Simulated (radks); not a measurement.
The numbers below are computed, except where a source is named.
Q: All-electron atom: O+ in [He] 2s2 2p3 (the NIST ground configuration). Code: a radial shooting solver on a logarithmic mesh with Libxc functionals. Model: non-relativistic Kohn-Sham, LDA (Slater exchange, Perdew-Zunger correlation), spin-polarised, spherical densities, point nucleus; open shells are filled with parallel spins first. Some entries of the table are withheld. Estimate them.

orbital,occ.,eigenvalue (hartree),<r^2> (bohr^2)
1s up,1,(1),0.05471
1s down,1,(2),0.05419
2s up,1,-1.51001,1.399
2s down,1,-1.31103,1.521
2p up,3,(3),1.494
2p down,0,(4),1.784

A: 
(1) 1s up eigenvalue (hartree): -19.45104
(2) 1s down eigenvalue (hartree): -19.36057
(3) 2p up eigenvalue (hartree): -0.96921
(4) 2p down eigenvalue (hartree): -0.76817
